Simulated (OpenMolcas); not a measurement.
Mo3+: effect of the metal basis

Mo3+ with its 6 nearest fluoride ions at 2.062 Å, on the Y site of Cs2NaYF6 (a = 9.075 Å, distance in the model lattice 2.178 Å). The rest of the host is ab initio model potentials to 7.6 Å and point charges beyond; the distance is set by hand and nothing relaxes.

```json
{"Program": "OpenMolcas", "Method": "CASSCF", "Spin-orbit coupling": "state interaction with AMFI integrals over the reference wave functions"}
```

Fixed: ligand basis ANO-RCC-VDZP, active space 3 electrons in 5 orbitals (4d), DKH2 Hamiltonian.

States (labels of O, the rotations of Oh). Energies in cm-1 above the lowest state or level, χT in cm3 K/mol; 10Dq and B are least-squares fits to the states below 45000 cm-1, weighted by degeneracy, with a free offset, and given where the rms deviation is under 5 % of |10Dq| (or 100 cm-1) and under 700 cm-1.

```tsv
Run	Metal basis	Ground state	First state of that spin	10Dq	B (rms of fit)	First gap with spin-orbit (degeneracies)	χT at 300 K	First state of another spin	Cost
A	ANO-RCC-VDZP	4A2	4T2 24695	24433	727 (98)	14431 (4, 4)	1.766	2E 14503	roughly 21 core-seconds
B	ANO-RCC-VTZP	4A2	4T2 24047	23916	736 (60)	14505 (4, 4)	1.766	2E 14582	roughly 40 core-seconds
```

Against A, |10Dq| changes by -2.1 % in B.

Costs are those of the RASSCF and RASSI steps.

Without dynamic correlation the repulsion within the d shell is too large (B by tens of per cent), so at a given field states of lower spin stand too high. The least metal-like active orbital is 84 % on the metal (Löwdin) and no ligand orbital is active, so the numbers are rough. With metal d orbitals alone the field can be off either way by tens of per cent. Ligand-to-metal charge-transfer states are missing. With no ligand orbital active B as a rule stays too high, so bands that hang on it stand too high and its fall with covalency is understated. No measured value stands beside these numbers; the geometry was set by hand and not optimised.
